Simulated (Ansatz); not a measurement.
CH2NO (SMILES N[C]=O) moved off its minimum; all values from Ansatz (an electronic-structure program), cores frozen in correlated methods. Open shells are unrestricted.
(charge 0, multiplicity 2)
```xyz
5

N     -0.9317     0.0030     0.1679
C      0.1364    -0.2308     0.2112
O      1.1248     0.4934    -0.0636
H     -1.4417     1.0364    -0.0623
H     -1.8561    -0.7446     0.0362
```

Forces at PBE/def2-TZVPP (eV/Å):

```tsv
atom	Fx	Fy	Fz
N1	-27.230	3.655	-1.652
C2	22.599	-2.205	-0.815
O3	-0.380	-1.472	1.078
H4	1.668	-2.028	0.427
H5	3.342	2.051	0.961
```

Task: Give the forces (eV/Å), the total energy and the dipole at CCSD(T)/cc-pVTZ.

Result: 
| atom | Fx | Fy | Fz |
|---|---|---|---|
| N1 | -29.101 | 4.315 | -1.937 |
| C2 | 24.026 | -2.398 | -0.844 |
| O3 | -0.841 | -1.626 | 1.170 |
| H4 | 2.093 | -2.626 | 0.563 |
| H5 | 3.823 | 2.335 | 1.048 |
Energy -168.8558 hartree, dipole 4.70 D.
